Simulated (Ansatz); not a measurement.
Mulliken charges of CH4GeS (`[CH3][Ge][SH]`) from PBE/def2-TZVPP in Ansatz (PBE0-D4/def2-TZVP geometry).

```csv
atom,x (Å),y (Å),z (Å),charge (e)
C1,-0.859,0.666,-0.262,-0.409
Ge2,0.260,-0.077,1.214,0.229
S3,1.542,-1.279,-0.157,-0.285
H4,-1.328,-0.139,-0.835,0.116
H5,-0.239,1.246,-0.952,0.116
H6,-1.638,1.315,0.141,0.108
H7,2.322,-1.800,0.805,0.123
```

Q: By hand: the dipole of these point charges (1 e Å = 4.8032 D).

A: Σ q r = (-0.102, 0.124, 0.337) e Å, of length 0.373 e Å = 1.79 D.

Q: How does the dipole of the full density compare? (Best estimate.)

A: Computed: (-0.083, 0.079, 0.089) e Å, 0.70 D; the point charges give 2.56 times that, at 27° from its direction.

Point charges leave out the atoms' own dipoles, such as those of lone pairs, and Mulliken's split depends on the basis, so the two needn't agree.
